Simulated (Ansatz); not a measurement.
`C=C[CH2][GaH][Cl]` + H₂ → `C=C[CH2][GaH2]` + HCl at 600 K and 1 bar (hydrogenolysis of a Ga–Cl bond).

Computed with Ansatz on PBE0-D4/def2-TZVP structures; ΔE is electronic, products minus reactants. CCSD(T)/CBS adds triple-zeta CCSD(T) − MP2 to the extrapolated MP2 energy (def2 sets, frozen cores). This one scheme is used for every species. For Ga outer-core shells are correlated without core-valence functions, which leaves a few kJ/mol of doubt a bond. Scalar relativity is left out up to krypton. One conformer a species, not always the lowest.

| species | CCSD(T)/CBS energy (Eh) | H − E (kJ/mol) | S (J/(mol·K)) |
| --- | --- | --- | --- |
| `C=C[CH2][GaH][Cl]` | -2501.51881 | 268.6 | 468.4 |
| H₂ | -1.17544 | 43.9 | 150.8 |
| `C=C[CH2][GaH2]` | -2042.27122 | 276.4 | 406.2 |
| HCl | -460.38127 | 35.4 | 207.2 |

H − E and S are ideal-gas, rigid-rotor, harmonic terms from PBE0-D4/def2-TZVP, for one conformer and one mirror image of each species. For small species the MP2-based limit differs from directly extrapolated CCSD(T) by up to some mEh (0.8 for H₂); such offsets cancel only in part. 1 Eh = 2625.50 kJ/mol, R = 8.31446 J/(mol·K).

**Question.** By hand: ΔE, ΔH, ΔS and ΔG.

**Answer.** ΔE = (-2042.27122) + (-460.38127) − (-2501.51881) − (-1.17544) = 0.04176 Eh = 109.6 kJ/mol. Δ(H − E) = 276.4 + 35.4 − 268.6 − 43.9 = -0.7, so ΔH = 108.9 kJ/mol. ΔS = 406.2 + 207.2 − 468.4 − 150.8 = -5.8 J/(mol·K). ΔG = 108.9 − 600 × (-5.8)/1000 = 112.4 kJ/mol.

**Question.** By hand: the equilibrium constant, and the temperature at which ΔG would vanish if ΔH and ΔS stayed fixed.

**Answer.** log₁₀ K = −ΔG/(RT ln 10) = -9.8. ΔH and −TΔS have one sign here, so there is no such temperature.

The number of gas molecules stays the same, so ΔS is small and ΔH decides. A doubt of 5 kJ/mol in ΔE shifts log₁₀ K by 0.4 here. Other conformers and mirror images would add mixing entropy, several J/(mol·K) or more a flexible species. Modes under 60 cm⁻¹, often nearly free rotors, make the harmonic entropy too high. These are equilibria of isolated gas molecules and say nothing of rates. Largest T1 diagnostic: 0.013 (customary marks: 0.02 for closed shells, 0.045 for open ones).

ΔS is within the doubt of such terms, so its sign, and with it that verdict, could turn.
